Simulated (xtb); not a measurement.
CHN, charge +1, doublet, from a rough starting geometry (a state made from the parent by changing its charge; the spin is typed, not shown lowest); GFN2-xTB run with xtb 6.7.1.

xtb was given this input:
```
$ xtb mol.xyz --gfn 2 --chrg 1 --uhf 1 --opt vtight --json

# file mol.xyz
3

C      0.00609003     0.05149158    -0.04929209
N     -0.02181515    -0.00176717     1.18189583
H      0.03969504    -0.02579259    -1.14478554
```

### Question
What does xtb print? Leave out banner, timings and long lists.

### Answer

```
   ID    Z sym.   atoms
    1    6 C      1
    2    7 N      2
    3    1 H      3

           -------------------------------------------------
          |                Calculation Setup                |
           -------------------------------------------------

           -------------------------------------------------
          |                 G F N 2 - x T B                 |
           -------------------------------------------------

          ...................................................
          :                      SETUP                      :
          :.................................................:
          :  # basis functions                   9          :
          :  # atomic orbitals                   9          :
          :  # shells                            5          :
          :  # electrons                         9          :
          :  max. iterations                   250          :
          :  Hamiltonian                  GFN2-xTB          :
          :  restarted?                      false          :
          :  GBSA solvation                  false          :
          :  PC potential                    false          :
          :  electronic temp.          300.0000000     K    :
          :  accuracy                    1.0000000          :
          :  -> integral cutoff          0.2500000E+02      :
          :  -> integral neglect         0.1000000E-07      :
          :  -> SCF convergence          0.1000000E-05 Eh   :
          :  -> wf. convergence          0.1000000E-03 e    :
          :  Broyden damping             0.4000000          :
          :  net charge                          1          :
          :  unpaired electrons                  1          :
          ...................................................

 iter      E             dE          RMSdq      gap      omega  full diag
   1     -4.5672099 -0.456721E+01  0.138E+01    4.74       0.0  T
   2     -4.0614657  0.505744E+00  0.152E+01    6.48       1.0  T
   3     -4.8942062 -0.832741E+00  0.646E+00    5.33       1.0  T
   4     -4.9071936 -0.129874E-01  0.838E-01    5.38       1.0  T
   5     -4.9077947 -0.601025E-03  0.399E-01    5.38       1.0  T
   6     -4.9077820  0.126262E-04  0.214E-01    5.43       1.0  T
   7     -4.9077839 -0.182820E-05  0.139E-01    5.41       1.0  T
   8     -4.9078447 -0.608183E-04  0.246E-02    5.42       2.3  T
   9     -4.9078464 -0.172175E-05  0.825E-03    5.42       7.0  T
  10     -4.9078466 -0.208095E-06  0.868E-04    5.42      66.5  T
  11     -4.9078466 -0.210115E-08  0.123E-04    5.42     469.1  T

   *** convergence criteria satisfied after 11 iterations ***

         :::::::::::::::::::::::::::::::::::::::::::::::::::::
         ::                     SUMMARY                     ::
         :::::::::::::::::::::::::::::::::::::::::::::::::::::
         :: total energy              -4.837081826179 Eh    ::
         :: gradient norm              0.289670402897 Eh/a0 ::
         :: HOMO-LUMO gap              5.418168259523 eV    ::
         ::.................................................::
         :: SCC energy                -4.907846617897 Eh    ::
         :: -> isotropic ES            0.176706980918 Eh    ::
         :: -> anisotropic ES         -0.025582916469 Eh    ::
         :: -> anisotropic XC          0.020686017712 Eh    ::
         :: -> dispersion             -0.000307442405 Eh    ::
         :: repulsion energy           0.070764791718 Eh    ::
         :: add. restraining           0.000000000000 Eh    ::
         :: total charge               1.000000000002 e     ::
         :::::::::::::::::::::::::::::::::::::::::::::::::::::

      -----------------------------------------------------------
     |                   =====================                   |
     |                        A N C O P T                        |
     |                   =====================                   |
[...]
 * total energy  :    -4.8370818 Eh     change       -0.1739942E-11 Eh
 * total energy  :    -4.8602626 Eh     change       -0.2318075E-01 Eh
 * total energy  :    -4.8606083 Eh     change       -0.3457637E-03 Eh
 * total energy  :    -4.8607093 Eh     change       -0.1009212E-03 Eh
 * total energy  :    -4.8607859 Eh     change       -0.7669271E-04 Eh
 * total energy  :    -4.8608298 Eh     change       -0.4389747E-04 Eh
 * total energy  :    -4.8608366 Eh     change       -0.6741980E-05 Eh
 * total energy  :    -4.8608372 Eh     change       -0.6367832E-06 Eh
 * total energy  :    -4.8608373 Eh     change       -0.4560277E-07 Eh
   *** GEOMETRY OPTIMIZATION CONVERGED AFTER 9 ITERATIONS ***
[...]
         :::::::::::::::::::::::::::::::::::::::::::::::::::::
         :: total energy              -4.860837271627 Eh    ::
         :: gradient norm              0.000028187753 Eh/a0 ::
         :: HOMO-LUMO gap              6.389897208508 eV    ::
         ::.................................................::
         :: SCC energy                -4.992264454465 Eh    ::
         :: -> isotropic ES            0.177751687516 Eh    ::
         :: -> anisotropic ES         -0.024848875679 Eh    ::
         :: -> anisotropic XC          0.019640503587 Eh    ::
         :: -> dispersion             -0.000307643260 Eh    ::
         :: repulsion energy           0.131427182838 Eh    ::
         :: add. restraining           0.000000000000 Eh    ::
         :: total charge               1.000000000001 e     ::
         :::::::::::::::::::::::::::::::::::::::::::::::::::::

           -------------------------------------------------
          |                Property Printout                |
           -------------------------------------------------

    * Orbital Energies and Occupations

         #    Occupation            Energy/Eh            Energy/eV
      -------------------------------------------------------------
         1        2.0000           -1.0355292             -28.1782
         2        2.0000           -0.9266409             -25.2152
         3        2.0000           -0.8850506             -24.0835
         4        2.0000           -0.8850506             -24.0835
         5        1.0000           -0.8318785             -22.6366 (HOMO)
         6                         -0.5970541             -16.2467 (LUMO)
         7                         -0.5970541             -16.2467
         8                         -0.2459124              -6.6916
         9                          0.8135890              22.1389
      -------------------------------------------------------------
                  HL-Gap            0.2348244 Eh            6.3899 eV
             Fermi-level           -0.7863071 Eh          -21.3965 eV

     #   Z          covCN         q      C6AA      α(0)
     1   6 C        1.832     0.168    27.119     8.413
     2   7 N        0.911     0.417    14.990     5.600
     3   1 H        0.922     0.415     0.450     1.049

 Mol. C6AA /au·bohr⁶  :         94.776617
 Mol. C8AA /au·bohr⁸  :       2347.612441
 Mol. α(0) /au        :         15.061849

Wiberg/Mayer (AO) data.
largest (>0.10) Wiberg bond orders for each atom

 ---------------------------------------------------------------------------
     #   Z sym  total        # sym  WBO       # sym  WBO       # sym  WBO
 ---------------------------------------------------------------------------
     1   6 C    3.835 --     2 N    3.144     3 H    0.691
     2   7 N    3.259 --     1 C    3.144     3 H    0.116
     3   1 H    0.807 --     1 C    0.691     2 N    0.116
 ---------------------------------------------------------------------------

Topologies differ in total number of bonds
Writing topology from bond orders to xtbtopo.mol

molecular dipole:
                 x           y           z       tot (Debye)
 q only:        0.015       0.015      -0.002
   full:        0.018       0.014      -0.133       0.344
molecular quadrupole (traceless):
                xx          xy          yy          xz          yz          zz
 q only:       -1.851      -0.001      -1.854      -0.147       0.057       3.704
  q+dip:       -3.158      -0.002      -3.164      -0.254       0.094       6.322
   full:       -2.230      -0.001      -2.235      -0.180       0.065       4.465

optimized geometry written to: xtbopt.xyz

           -------------------------------------------------
          | TOTAL ENERGY               -4.860837271627 Eh   |
          | GRADIENT NORM               0.000028187753 Eh/α |
          | HOMO-LUMO GAP               6.389897208508 eV   |
           -------------------------------------------------
```
